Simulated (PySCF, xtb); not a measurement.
BH2I, SMILES BI.

Harmonic wavenumbers (cm⁻¹) from GFN2-xTB (xtb) at its own minimum, in rising order: 692, 784, 816, 1183, 2667, 2719.

Task: What does PySCF with B3LYP-D3(BJ)/def2-TZVP give at its own minimum? (Estimate from the structure and the level; the computed values follow.)

Result: 590, 752, 934, 1171, 2633, 2758. Paired by order, the mean absolute difference is 56 cm⁻¹ and the zero-point energies are 12.7 and 12.6 kcal/mol.
